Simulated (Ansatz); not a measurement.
BrF2H2NSi, SMILES N[Si](F)(F)Br.

The structure is a stationary point at PBE0-D3(BJ)/def2-SVP. The structure was generated by enumeration, and PubChem lists no compound with its InChIKey, so it may never have been made. Other conformers were not sampled.

Two levels are set side by side: PBE/def2-SVPD (Ansatz, a first-principles code) and PBE0/def2-SVPD (Ansatz). Energy differences of separate SCF runs at the same geometry; the states with an electron removed or added have multiplicity 2 and 2. Differences are taken from unrounded values.

| quantity | PBE0 |
|---|---|
| vertical ionisation energy (eV) | 10.63 |
| vertical singlet–triplet gap (eV) | 6.52 |

Question: What does PBE give, and how far is it from PBE0? (The exact figures need the calculation; the answer reports its results.)

Answer: 
```tsv
quantity	PBE	PBE minus PBE0
vertical ionisation energy (eV)	10.25	-0.38
vertical singlet–triplet gap (eV)	5.99	-0.53
```
